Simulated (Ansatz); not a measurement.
`[CH3][Ge]([SH])([Cl])[Cl]` + HCl → `[SH][Ge]([Cl])([Cl])[Cl]` + CH₄ at 700 K and 1 bar (ligand exchange at a Ge–C bond).

Isolated molecules relaxed with PBE0-D4/def2-TZVP in Ansatz; ΔE leaves out vibrations. CCSD(T)/CBS adds triple-zeta CCSD(T) − MP2 to the extrapolated MP2 energy (def2 sets, frozen cores). This one scheme is used for every species. For Ge outer-core shells are correlated without core-valence functions, which leaves a few kJ/mol of doubt a bond. Scalar relativity is left out up to krypton. Each species was taken in one conformer, which may not be the lowest.

```
                    species  CCSD(T)/CBS energy (Eh)  H − E (kJ/mol)  S (J/(mol·K))
`[CH3][Ge]([SH])([Cl])[Cl]`              -3434.03428           211.4          512.0
                        HCl               -460.38127            38.4          211.8
 `[SH][Ge]([Cl])([Cl])[Cl]`              -3853.97733           106.6          483.5
                        CH₄                -40.46206           145.9          224.0
```

H − E and S are ideal-gas, rigid-rotor, harmonic terms from PBE0-D4/def2-TZVP, for one conformer and one mirror image of each species. 1 Eh = 2625.50 kJ/mol, R = 8.31446 J/(mol·K).

Question: By hand: ΔE, ΔH, ΔS and ΔG.

Answer: ΔE = (-3853.97733) + (-40.46206) − (-3434.03428) − (-460.38127) = -0.02384 Eh = -62.6 kJ/mol. Δ(H − E) = 106.6 + 145.9 − 211.4 − 38.4 = 2.7, so ΔH = -59.9 kJ/mol. ΔS = 483.5 + 224.0 − 512.0 − 211.8 = -16.3 J/(mol·K). ΔG = -59.9 − 700 × (-16.3)/1000 = -48.5 kJ/mol.

Question: By hand: the equilibrium constant, and the temperature at which ΔG would vanish if ΔH and ΔS stayed fixed.

Answer: log₁₀ K = −ΔG/(RT ln 10) = 3.6. ΔG = 0 at ΔH/ΔS = 3675 K, far beyond where these terms or the molecules hold.

ΔH outweighs TΔS. A doubt of 5 kJ/mol in ΔE shifts log₁₀ K by 0.4 here. Other conformers and mirror images would add mixing entropy, several J/(mol·K) or more a flexible species. These are equilibria of isolated gas molecules and say nothing of rates. Largest T1 diagnostic: 0.010 (customary marks: 0.02 for closed shells, 0.045 for open ones).
